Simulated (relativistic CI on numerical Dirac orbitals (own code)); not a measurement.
## Level scheme of Hf¹⁰⁺

Calculated at this level of theory: Dirac-Coulomb-Breit CI, orbitals from a KLI potential per configuration, QED by a radiative potential, unscaled Slater integrals (own radial code, finite nucleus).

Configuration list (outside the closed core [Kr] 4d10): 4f12.5s2.5p2, 4f14.5s2, 4f11.5s2.5p3, 4f13.5s2.5p, 4f12.5s.5p3, 4f14.5s.5p, 4f12.5s2.5p.5d, 4f13.5s.5p2, 4f13.5s2.5d, 4f13.5p3, 4f13.5s2.6s, 4f12.5s2.5p.6s, 4f14.5p2, 4f14.5p.5d, 4f14.5p.6s, 4f12.5p4, 4f11.5p5, 4f13.5s.5p.5d, 4f14.5s.5d, 4f13.5s.5d2, 4f13.5s.5d.6s, 4f13.5s2.6p, 4f14.5s.6p. Double excitations out of closed p, d and f shells are left out; levels of such configurations are missing from the list, as are those of other unlisted configurations, and high levels can miss mixing partners.

| No. | Configuration | Term | J | E (cm⁻¹) | % | Next component (%) | Lifetime (s) |
| --- | --- | --- | --- | --- | --- | --- | --- |
| 1 | 4f12.5s2.5p2 | 3H | 6 | 0.0 | 35 | 21 5H |  |
| 2 | 4f12.5s2.5p2 | 3F | 4 | 8546.3 | 25 | 17 3G | 7.93e+04 |
| 3 | 4f12.5s2.5p2 | 5H | 5 | 15176.1 | 26 | 23 3H | 8.56e-03 |
| 4 | 4f12.5s2.5p2 | 3H | 4 | 22872.6 | 26 | 17 5I | 1.99e-02 |
| 5 | 4f12.5s2.5p2 | 3F | 2 | 23966.0 | 36 | 27 5G |  |
| 6 | 4f12.5s2.5p2 | 5G | 3 | 24983.5 | 26 | 24 3F | 1.10e-02 |
| 7 | 4f11.5s2.5p3 | 7I | 9 | 35730.1 | 43 | 41 5K |  |
| 8 | 4f12.5s2.5p2 | 3H | 4 | 37406.8 | 26 | 17 3G | 3.90e-03 |
| 9 | 4f11.5s2.5p3 | 5I | 8 | 41305.2 | 45 | 32 7I | 4.25e-01 |
| 10 | 4f11.5s2.5p3 | 5I | 7 | 43742.9 | 28 | 23 5H |  |
| 11 | 4f12.5s2.5p2 | 3P | 2 | 44799.3 | 20 | 17 3D | 6.04e-03 |
| 12 | 4f11.5s2.5p3 | 3H | 6 | 47192.8 | 23 | 18 5H |  |
| 13 | 4f12.5s2.5p2 | 5D | 0 | 52806.6 | 47 | 42 3P | 2.78e+01 |
| 14 | 4f11.5s2.5p3 | 5H | 5 | 53039.4 | 28 | 27 7I | 3.88e-02 |
| 15 | 4f11.5s2.5p3 | 5K | 8 | 54112.2 | 32 | 23 5I | 5.43e-03 |
| 16 | 4f12.5s2.5p2 | 3I | 6 | 54418.2 | 34 | 24 1I | 6.45e-03 |
| 17 | 4f12.5s2.5p2 | 5D | 1 | 56835.5 | 43 | 29 3P | 1.04e-02 |
| 18 | 4f11.5s2.5p3 | 5H | 4 | 56882.6 | 35 | 30 7I | 1.17e-01 |
| 19 | 4f11.5s2.5p3 | 7I | 7 | 57012.0 | 26 | 21 5I | 7.90e-03 |
| 20 | 4f11.5s2.5p3 | 5I | 6 | 57018.6 | 20 | 19 7I | 1.27e-02 |
| 21 | 4f11.5s2.5p3 | 5H | 3 | 58404.4 | 38 | 27 7I |  |
| 22 | 4f11.5s2.5p3 | 3G | 5 | 59125.3 | 23 | 23 5F | 1.88e+00 |
| 23 | 4f11.5s2.5p3 | 5G | 6 | 59378.6 | 33 | 19 7F | 3.52e-02 |
| 24 | 4f13.5s2.5p | 3D | 3 | 59887.7 | 56 | 19 3F | 2.01e-01 |
| 25 | 4f12.5s2.5p2 | 3F | 2 | 62442.0 | 20 | 18 3P | 2.81e-03 |
| 26 | 4f13.5s2.5p | 3G | 4 | 63652.8 | 39 | 27 1G |  |
| 27 | 4f11.5s2.5p3 | 3I | 7 | 63732.1 | 34 | 19 3K | 1.23e-02 |
| 28 | 4f11.5s2.5p3 | 5D | 4 | 65316.8 | 19 | 17 3F | 1.34e-02 |
| 29 | 4f11.5s2.5p3 | 3I | 6 | 66773.0 | 15 | 15 5I | 2.32e-02 |
| 30 | 4f11.5s2.5p3 | 5I | 5 | 67439.8 | 20 | 19 3H | 8.52e-03 |

Energies count from the lowest computed level; lifetimes are radiative, by E1, M1, E2, M2, E3 decay to levels of this space only; some are left blank where a channel outside the calculation adds to the decay or the decay crosses a small, uncertain gap.

The mean weight of the leading LS term, summed over parents, in these 30 levels is 31 %, and that of the leading jj configuration (from the same eigenvectors) 67 %, so jj coupling describes them better and the LS labels are nominal.

At this charge transitions that keep the count of f electrons are usually good to a few per cent. Terms inside the open d or f shell come out 10 to 20 % too wide with unscaled integrals. Levels and lines within the n = 5 or 6 shells can be off by up to 10 % or somewhat more, and those that change n by about 2 %, since core polarisation is missing. Levels that differ in their count of f electrons can be misplaced by several ten thousand cm⁻¹, since the correlation energy of f electrons is missing or only estimated; rates across such gaps can be off by orders of magnitude.

LS names give the leading component of a level, which can be under half, so a name can repeat, a term be missing and a line seem to break the LS rules.
